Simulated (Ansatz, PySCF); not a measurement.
In(H)(Me)(Et) (C3H9In), SMILES C[CH2][InH][CH3].

Geometry: r2SCAN-D4/def2-SVP. The structure was generated by enumeration; whether it is a known compound was not checked. The def2 effective core potentials stand for the cores of In; spin–orbit coupling is left out. Other conformers were not sampled.

Vertical ionisation energy (IE) and electron affinity (EA) in eV. Rows of orbital energies are one-electron estimates. Where ΔSCF, EOM or ADC give a negative EA the extra electron is unbound and the value depends on the basis.

```csv
level,IE,EA
"−ε(HOMO), −ε(LUMO), M06-2X/def2-TZVP (PySCF)",7.86,0.83
"−ε(HOMO), −ε(LUMO), PBE/def2-TZVP (PySCF)",(withheld),(withheld)
"ΔSCF, CAM-B3LYP/def2-SVPD (Ansatz), final states of multiplicity 2 and 2",8.88,-0.27
"ΔSCF, PBE/def2-SVPD (Ansatz), final states of multiplicity 2 and 2",8.53,-0.20
```

Problem. Complete the blanks. (The exact figures need the calculation; the answer reports its results.)

Solution. 
- −ε(HOMO), −ε(LUMO), PBE/def2-TZVP (PySCF), IE: 5.70
- −ε(HOMO), −ε(LUMO), PBE/def2-TZVP (PySCF), EA: 1.95

Problem. What vertical singlet–triplet gap does ΔSCF give with CAM-B3LYP/def2-SVPD (Ansatz, a quantum-chemistry and plane-wave program) and with PBE/def2-SVPD (Ansatz)? (Estimate from the structure and the level; the computed values follow.)

Solution. 4.24 and 3.86 eV (triplet above singlet where positive).
